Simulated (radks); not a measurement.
Results of a calculation; reference values are marked as such.
Task: Ionisation ladder of iodine, from I44+ to I52+. Each ion is in the ground configuration listed by NIST, and IE = E(next ion) - E(this ion), with E = 0 for the bare nucleus. Level of theory: scalar-relativistic Kohn-Sham, r2SCAN, spin-polarised, spherical densities, finite nucleus; open shells are filled with parallel spins first (spin-orbit coupling, left out, can overturn this in heavy ions); meta-GGA in the generalised Kohn-Sham scheme; Fermi nuclear charge, rms radius 4.75 fm (a radial shooting solver on a logarithmic mesh with Libxc functionals).

species  configuration  IE, Delta-SCF (eV)  -e(HOMO) (eV)     HOMO  <r> HOMO (bohr)
I44+      [He] 2s2 2p5                   ?         7564.5  2p down           0.0994
I45+      [He] 2s2 2p4              7878.4         7777.5  2p down           0.0987
I46+      [He] 2s2 2p3              8193.7         8082.4    2p up           0.0975
I47+      [He] 2s2 2p2                   ?         8307.8    2p up           0.0968
I48+      [He] 2s2 2p1                   ?         8529.5    2p up           0.0961
I49+          [He] 2s2              9207.4         9135.0       2s            0.111
I50+          [He] 2s1              9430.0         9356.7    2s up            0.110
I51+              [He]                   ?          38503       1s           0.0270
I52+               1s1               39767          39451    1s up           0.0268

Estimate the withheld Delta-SCF values.

Result: I44+: 7669.4 eV (NIST 7563); I47+: 8417.6 eV (NIST 8601); I48+: 8635.3 eV (NIST 8867); I51+: 38815 eV (NIST 38717.0).
